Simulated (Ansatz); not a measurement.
Coupled-cluster diagnostics for BiH2(SiH3) (SiBiH5), Ansatz.

Geometry of the singlet (PBE-D4/def2-TZVP):

| atom | x (Å) | y (Å) | z (Å) |
| --- | --- | --- | --- |
| Bi1 | -0.6292 | 1.6862 | 0.0777 |
| H2 | -1.2525 | 1.0740 | 1.6596 |
| H3 | 0.9928 | 1.9590 | 0.8264 |
| Si4 | 0.1213 | -0.8182 | -0.5355 |
| H5 | 0.8632 | -1.4809 | 0.5793 |
| H6 | 0.9978 | -0.7891 | -1.7488 |
| H7 | -1.0935 | -1.6310 | -0.8587 |

In the def2 sets Bi takes a core potential; there is no spin–orbit coupling. Correlated methods freeze 9 core orbitals; core or outer-core shells of Bi are correlated, in sets that lack core-valence functions.

Q: Estimate the CCSD(T) correlation energy, the shares of MP2 and (T), T1 and the reference's ⟨S²⟩ for: charge 0, singlet, own geometry in def2-TZVPP; charge 0, singlet, own geometry in def2-TZVPD; charge 1, doublet, vertical in def2-TZVPP; charge -1, doublet, vertical in def2-TZVPD; and the rough time on 4 threads of Arm Neoverse N1 on a shared host.

A: 
```csv
state,basis,correlation (eV),MP2 share (%),(T) share (%),T1,⟨S²⟩ (pure),wall time,remarks
"charge 0, singlet, own geometry",def2-TZVPP,-16.468,96.2,2.7,0.014,0.00 (0.00),26 s,–
"charge 0, singlet, own geometry",def2-TZVPD,-16.155,95.8,2.7,0.014,0.00 (0.00),17 s,–
"charge 1, doublet, vertical",def2-TZVPP,-15.567,95.5,2.5,0.016,0.78 (0.75),1.8 min,–
"charge -1, doublet, vertical",def2-TZVPD,-16.774,95.8,2.9,0.066,0.76 (0.75),100 s,"HOMO above zero, large T1"
```
Customary marks for T1 are 0.02 (closed shells), 0.045 (open shells) and about 0.05 (3d metals). T1 exceeds 0.02 in 1 of 4 rows and 0.045 in 1; the higher it lies, the less the single-reference result can be trusted.
